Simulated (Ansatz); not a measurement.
Reaction (cleavage of the Si–B bond): `BB[SiH2]F` + `N[SiH](O)F` → `O[SiH](F)N[SiH2]F` + `BB`

Calculated with Ansatz (gas phase, PBE0-D4/def2-TZVP geometries, no zero-point term in ΔE). CBS: MP2 limit from def2 TZ/QZ plus the TZ coupled-cluster correction, frozen cores. This one scheme is used for every species. One conformer a species, not always the lowest.

`BB[SiH2]F`:

Z-matrix (Å, degrees):
```
Si
B 1 2.005
F 1 1.608 2 113.3
H 1 1.489 2 109.9 3 119.8
H 1 1.489 2 109.9 3 -119.8
B 2 1.612 1 122.6 3 -0.0
H 2 1.201 1 113.1 3 180.0
H 6 1.200 2 121.8 1 -88.5
H 6 1.200 2 121.8 1 88.6
```

`N[SiH](O)F`:

Z-matrix (Å, degrees):
```
Si
O 1 1.629
F 1 1.596 2 112.6
N 1 1.699 2 110.7 3 116.3
H 1 1.474 2 104.5 3 -115.6
H 2 0.959 1 117.0 3 -71.5
H 4 1.007 1 120.5 2 -153.1
H 4 1.006 1 121.6 2 56.5
```

`O[SiH](F)N[SiH2]F`:

Cartesian coordinates in Å:
```
O -0.473 2.081 -1.372
Si -0.578 0.473 -1.131
F -0.386 -0.128 -2.587
N 0.626 -0.109 -0.063
Si 0.437 -1.109 1.313
F 0.313 -0.241 2.653
H -0.444 2.648 -0.600
H -1.885 0.029 -0.612
H 1.573 0.190 -0.262
H 1.636 -1.958 1.481
H -0.819 -1.875 1.180
```

`BB`:

```xyz
6

B    -0.780   -0.172   -0.154
B     0.780    0.173    0.155
H    -1.540   -0.526    0.707
H    -1.245   -0.090   -1.258
H     1.144    1.277    0.453
H     1.641   -0.662    0.097
```

```
        level  ΔE (eV)
  HF/def2-SVP    -0.91
HF/def2-TZVPP    -0.98
```

Problem. What does CCSD(T)/CBS give? (An estimate is asked.)

Solution. The calculation gave: -0.84 eV. The listed levels differ from it by -0.07, -0.14 eV.

Largest T1 diagnostic among the species: 0.014.

From PBE to PBE0 (25 % exact exchange), in def2-TZVPP and without D4, ΔE moves by −0.09 eV. Leaving LDA and LC-ωPBE aside and taking each functional with its dispersion term where it has one, the values, not all of them listed here, spread over 0.28 eV, from BHLYP-D4 to PBE-D4. The D4 term adds −0.04 eV with B3LYP and −0.02 eV with PBE0; it sums over pairs of atoms, weighted by their polarisabilities, and B3LYP, whose exchange is more repulsive, gets the larger term.

B3LYP here is the variant with VWN-RPA as its local correlation; programs differ in this.
